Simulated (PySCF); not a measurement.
**Dipole response of Sn (tin, neutral)**

[Kr] 4d10 5s2 5p2, high-spin 3P determinant. Computed with PySCF 2.14 in aug-cc-pwCVTZ-DK3, with the spin-free X2C one-electron Hamiltonian (Gaussian nucleus). Coupled (time-dependent) response in atomic units; α is the mean over directions.

```
   method  mean α (bohr³)         α xx, yy, zz  C₆ (like pair)  S(−4)
BHandHLYP           56.65  45.78, 62.08, 62.08           619.0   1186
     BP86           61.21  47.62, 68.00, 68.00           672.5   1534
```

S(−4) is the Cauchy moment in α(ω) = α(0) + S(−4) ω² + …

Reference α: 53 ± 6 bohr³ (recommended; Schwerdtfeger and Nagle, table of static dipole polarizabilities (2023 update)). Published C₆: 659.0 (Chu and Dalgarno (2004); Tang, Norbeck and Certain (1976)).

Spin-orbit coupling is absent.

α(iu) at BHandHLYP:

```
u (hartree)  α(iu) (bohr³)
          0          56.65
     0.0500          53.88
      0.100          47.40
      0.200          33.48
      0.300          23.63
      0.500          13.28
      0.750          7.924
       1.00          5.463
       1.50          3.257
       2.00          2.253
       3.00          1.306
       5.00         0.6079
```

A single London oscillator, α(iu) = α/(1 + u²/ω²), gives C₆ = (3/4) ω α². Matching the computed C₆ needs ω = 4 × 619.0 / (3 × 56.65²) = 0.257 hartree.

The components differ because the open shell of this determinant is not spherical; for a pure term their mean is the scalar polarisability.
